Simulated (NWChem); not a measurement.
System: SiBrClF$_{2}$; SMILES F[Si](F)(Br)Cl

Input file for NWChem:

```
start job
memory heap 200 mb stack 900 mb global 1100 mb
geometry units angstroms noautosym nocenter noautoz
  F     -1.309742    -0.772603     1.288003
  Si    -0.395500    -0.524132     0.000000
  F     -1.309742    -0.772603    -1.288003
  Cl     1.122054    -1.860425     0.000000
  Br     0.317412     1.530381     0.000000
end
basis spherical
  * library def2-svp
end
dft
  xc m05-2x
  iterations 150
end
cosmo
  do_cosmo_smd true
  solvent hexane
end
task dft energy
```

Structure relaxed at the PBE0/def2-SVP level. Solvent: n-hexane.

Level: M05-2X/def2-SVP with SMD (1 M gas to 1 M solution), gas-phase geometry. Reactions with the solvent are ignored.

### Question
Predict the main results of this run. (M05-2X/def2-SVP, SMD on the gas-phase geometry.) Quantities: solvation free energy (kcal/mol); cavity-dispersion-structure term (kcal/mol); dipole in solution (D).

### Answer
The solvation free energy (kcal/mol) is -3.0 and the cavity-dispersion-structure term (kcal/mol) is -2.5. The dipole in solution (D) is 0.84.
